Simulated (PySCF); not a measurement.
# How the method changes the constants of BeSe

State: ¹Σ⁺ (singlet), closed shell. Set-up: PySCF, no relativity, basis sets Be def2-SVP, Se def2-SVP. De refers to Be + Se in their high-spin ground configurations, without counterpoise correction. A positive dipole means Be(−)Se(+).

```
      Level  Re (Å)  ωe (cm⁻¹)  De (eV)  μ (D)
        RHF   1.866        895     1.23  -5.83
    RHF-MP2   1.900        839     2.56    n/a
RHF-SCS-MP2   1.900        836     2.34    n/a
   RHF-CCSD   1.896        835     1.82    n/a
RHF-CCSD(T)   1.910        807     2.02    n/a
        PBE   1.893        829     3.22  -4.19
     revPBE   1.900        821     2.98  -4.21
       PW91   1.892        831     3.26  -4.19
     r²SCAN   1.882        856     3.19  -4.76
       PBE0   1.876        863     2.96  -4.74
     M06-2X   1.873        875     2.75  -5.07
```

Question: Which functional lies closest to RHF-CCSD(T) in De, which farthest, and by how much do they differ from it?

Answer: Closest is M06-2X (-3.7 pm in Re, +8.4 % in ωe, +0.73 eV in De against RHF-CCSD(T) in the same basis), farthest PW91 (-1.8 pm in Re, +3.0 % in ωe, +1.24 eV in De). CCSD(T) converges more slowly with the basis than the functionals do and binds too weakly in this one, so the order can change at the basis-set limit.

Question: What does a quarter of exact exchange do here, going from PBE to PBE0?

Answer: PBE0 less PBE: -1.7 pm in Re, +4.1 % in ωe, -0.26 eV in De. Exact exchange removes part of the self-interaction that spreads semilocal densities, and in most molecules shortens and stiffens the bond and lowers De; so it does here.

Question: What does the step from GGA to meta-GGA do here, going from PBE to r²SCAN?

Answer: r²SCAN less PBE: -1.1 pm in Re, +3.3 % in ωe, -0.03 eV in De. 

Correlated steps freeze 9 core orbitals. Correlated levels converge slowly with the basis: in double zeta they bind strong bonds too weakly, by up to about 1 eV, and carry superposition errors of some tenths. Where the molecule has an RHF reference, its open-shell atoms are computed with UHF. The CCSD T1 diagnostic is raised, a sign that a single reference may not be enough here.
